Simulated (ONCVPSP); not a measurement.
**What one change does to a pseudopotential (Rh (Z = 45), ONCV)**

| Quantity | Value |
| --- | --- |
| Element | Rh |
| Generator | ONCVPSP 4.0.1 |
| Type | optimised norm-conserving Vanderbilt (ONCV) |
| Functional | PBEsol |
| Relativity | scalar-relativistic |
| Frozen core | [Kr] |
| Valence charge | 9 |
| Reference configuration | 4d8 5p1 |
| Partial waves | s scattering state at 0.38 Ha: rc 2.80 bohr, ncon 4, nbas 7, qcut 2.7 1/bohr, 2 projectors, debl 1.2 Ha; 5p: rc 3.10 bohr, ncon 5, nbas 10, qcut 3.1 1/bohr, 2 projectors, debl 3.4 Ha; 4d: rc 1.40 bohr, ncon 4, nbas 6, qcut 7.7 1/bohr, 1 projector |
| Local potential | polynomial inside 1.10 bohr (lpopt 5, dvloc0 4 Ha) |
| Core correction | Teter function, fcfact 3, rcfact 1.6 |

In the s channel the program set the typed energies aside and used 0.050, 1.250 Ha.

All-electron outer shells of the reference configuration (PBEsol, scalar-relativistic, ld1.x):

| shell | level (eV) | outermost node (bohr) | outermost maximum (bohr) |
| --- | --- | --- | --- |
| 4p | -52.15 | 0.47 | 0.94 |
| 4d | -7.66 | 0.46 | 1.15 |
| 5p | -1.70 | 1.35 | 3.69 |

Change: local potential polynomial inside 1.10 bohr (lpopt 5, dvloc0 6 Ha).

Cutoffs: the cutoffs (Ha) at which the residual kinetic energy of the hardest occupied pseudo-wave falls to 1 and 0.1 mHa per electron; they do not see the model core or the augmentation charge, which bear on the density cutoff. Errors are all-electron minus pseudo energies relative to the spin-unpolarised reference configuration.

Problem. Predict the effect on cutoff, ghosts and configuration errors.

Solution. The potential gets neither clearly harder nor softer (27 Ha and 47 Ha → 27 Ha and 47 Ha); both files keep a bound ghost (s); the errors of the 4 common tests hardly move; the range in which the s phases agree widens (upper end 2.1 → 3.9).

| quantity | base | changed |
| --- | --- | --- |
| cutoff, loose | 27 Ha | 27 Ha |
| cutoff, tight | 47 Ha | 47 Ha |
| bound ghosts | s | s |
| GHOST(+) flags under 300 eV | p at 48.6 eV | p at 62.1 eV, p at 68.2 eV |
| error for 4d8 5s1 5p0, meV [ΔE -3.66 eV] | -4.8 | -5.1 |
| error for 4d8 5p0, meV [ΔE 3.80 eV] | -8.1 | -8.1 |
| error for 4d7 5p0, meV [ΔE 23.31 eV] | -79 | -79 |
| error for 4d8 5s0.5 5p0, meV [ΔE -0.74 eV] | -0.7 | -0.8 |
| s: phases at 2.85 bohr within 0.05 rad from the reference energy up to (Ha; the scan ends near 5) | 2.1 | 3.9 |
| p: phases at 3.15 bohr within 0.05 rad from the reference energy up to (Ha; the scan ends near 5) | 1.1 | 1.3 |
| d: phases at 1.42 bohr within 0.05 rad from the reference energy up to (Ha; the scan ends near 5) | to the end of the scan | to the end of the scan |
| rms error of d²Exc/dni dnj with the model core, mHa | 0.99 | 0.99 |

 A true bound ghost makes a file unfit for plane-wave use even where its test errors are small: the radial tests pick states by their node count and pass the ghost by.
